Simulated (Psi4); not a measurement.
Intermolecular potential of CO2 ··· C2H2 (SMILES O=C=O and C#C). Monomers: optimised at B3LYP-D3(BJ) (def2-TZVP), held rigid. Orientation: lowest of the rigid-body minima from ten starts at GFN2-xTB. R is the distance of the centres of mass, along which the second monomer moves.

Method: SAPT0/jun-cc-pVDZ, frozen core run with Psi4.

Components in kJ/mol:

| R / Å | electrostatics | exchange | induction | dispersion | total |
|---|---|---|---|---|---|
| 2.57 | -69.50 | 123.80 | -11.48 | -23.98 | 18.84 |
| 2.84 | -35.10 | 52.43 | -4.83 | -14.17 | -1.67 |
| 3.04 | -22.12 | 27.62 | -2.60 | -9.73 | -6.83 |
| 3.20 | -15.77 | 16.52 | -1.60 | -7.26 | -8.11 |
| 3.41 | -10.55 | 8.41 | -0.87 | -4.99 | -8.00 |
| 3.63 | -7.26 | 4.15 | -0.47 | -3.42 | -7.00 |
| 3.91 | -4.79 | 1.69 | -0.23 | -2.16 | -5.50 |
| 4.24 | -3.14 | 0.58 | -0.11 | -1.31 | -3.97 |
| 4.73 | -1.83 | 0.11 | -0.04 | -0.66 | -2.42 |
| 5.42 | -0.96 | 0.01 | -0.01 | -0.29 | -1.25 |
| 6.42 | -0.43 | 0.00 | 0.00 | -0.10 | -0.54 |
| 7.72 | -0.18 | 0.00 | 0.00 | -0.03 | -0.21 |
